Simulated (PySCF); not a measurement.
# ORD: SMILES FC(F)[C@H]1OC[C@@H]1F, C4H5F3O

Molfile (atoms numbered from 1):
```
C4H5F3O
     RDKit          3D

 13 13  0  0  0  0  0  0  0  0999 V2000
    1.0166    2.2557   -0.8716 F   0  0  0  0  0  0  0  0  0  0  0  0
    1.0943    0.9077   -0.9202 C   0  0  0  0  0  0  0  0  0  0  0  0
    2.0507    0.5486   -0.0327 F   0  0  0  0  0  0  0  0  0  0  0  0
   -0.2511    0.2777   -0.5639 C   0  0  1  0  0  0  0  0  0  0  0  0
   -0.2555   -1.1283   -0.7907 O   0  0  0  0  0  0  0  0  0  0  0  0
   -0.5845   -1.4182    0.5752 C   0  0  0  0  0  0  0  0  0  0  0  0
   -0.5462    0.0709    0.9283 C   0  0  2  0  0  0  0  0  0  0  0  0
   -1.7342    0.5914    1.3467 F   0  0  0  0  0  0  0  0  0  0  0  0
    1.4302    0.6071   -1.9236 H   0  0  0  0  0  0  0  0  0  0  0  0
   -1.0464    0.7976   -1.1110 H   0  0  0  0  0  0  0  0  0  0  0  0
    0.1718   -2.0426    1.0524 H   0  0  0  0  0  0  0  0  0  0  0  0
   -1.5750   -1.8688    0.6665 H   0  0  0  0  0  0  0  0  0  0  0  0
    0.2247    0.4017    1.6268 H   0  0  0  0  0  0  0  0  0  0  0  0
  1  2  1  0
  2  3  1  0
  2  4  1  0
  4  5  1  0
  5  6  1  0
  6  7  1  0
  7  8  1  0
  7  4  1  0
  2  9  1  0
  4 10  1  6
  6 11  1  0
  6 12  1  0
  7 13  1  1
M  END
```

Method: PySCF 2.14.0, TDDFT BHandHLYP/def2-SVPD circular dichroism and optical rotation, one conformer, gas phase. Geometry: GFN2-xTB.

The molecule is flexible and this is one conformer; a measurement averages over conformers. States above about 9.9 eV (minus the energy of the highest occupied orbital) lie near or above the ionisation threshold and depend on the basis.

Stereocentres: C4 S, C7 S.

Problem. What is the specific rotation at 633, 589.3, 546, 436, 405, 365, 355 nm?

Solution. [α] in deg dm⁻¹ (g/mL)⁻¹:
```
λ (nm)  origin-invariant length gauge  modified velocity gauge  length gauge (centre of mass)  isotropic polarisability (au)
   633                          -37.4                    -44.7                          -38.1                           50.7
 589.3                          -43.9                    -52.4                          -44.8                           50.8
   546                          -52.3                    -62.4                          -53.4                           51.0
   436                          -90.2                   -106.6                          -91.9                           51.5
   405                         -109.0                   -128.4                         -111.1                           51.8
   365                         -144.2                   -168.9                         -146.8                           52.2
   355                         -155.8                   -182.2                         -158.7                           52.3
```

Problem. And for the mirror image at 589.3 nm?

Solution. +43.9 deg dm⁻¹ (g/mL)⁻¹ (origin-invariant length gauge): the same size and the opposite sign.

Problem. What is the molar rotation [Φ] = [α]·M/100 of the geometry above at 589.3 nm?

Solution. With M = 126.08 g/mol, -55.3 deg cm² dmol⁻¹ (origin-invariant length gauge).

The first excitation lies at 7.93 eV (156 nm) with R = -4.4 × 10⁻⁴⁰ esu² cm² (velocity form).
